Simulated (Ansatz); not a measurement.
Isolated molecules relaxed with PBE0-D4/def2-TZVP in Ansatz; ΔE leaves out vibrations. CCSD(T)/CBS is the MP2 limit (def2-TZVPP, def2-QZVPP) plus CCSD(T) − MP2 in def2-TZVPP, frozen cores. This one scheme is used for every species. DFT in def2-TZVPP. One conformer a species, not always the lowest.

`BOC(=C)N` + `C#C` → `BC#C` + `C=C(N)O`  (formal exchange of groups at a B–O bond)

```json
{"level": "ωB97X-V", "ΔE (kJ/mol)": "67.9"}
{"level": "PBE", "ΔE (kJ/mol)": "61.4"}
{"level": "MP2/def2-QZVPP", "ΔE (kJ/mol)": "70.6"}
{"level": "SCS-MP2/def2-QZVPP", "ΔE (kJ/mol)": "71.1"}
```

(1) What does CCSD(T)/CBS give? (An estimate is asked.)

Largest T1 diagnostic among the species: 0.014.

Answers

(1) Ansatz gave: +72.4 kJ/mol. The listed levels differ from it by -4.5, -11.0, -1.8, -1.3 kJ/mol.

The D4 term adds +3.2 kJ/mol with B3LYP and +1.8 kJ/mol with PBE0; it sums over pairs of atoms, weighted by their polarisabilities, and B3LYP, whose exchange is more repulsive, gets the larger term. In def2-TZVPP, CCSD(T) changes the Hartree–Fock value by +10.3 kJ/mol (the triples alone add +1.2 kJ/mol) and MP2 by +7.8 kJ/mol.

B3LYP here is the variant with VWN-RPA as its local correlation; programs differ in this.
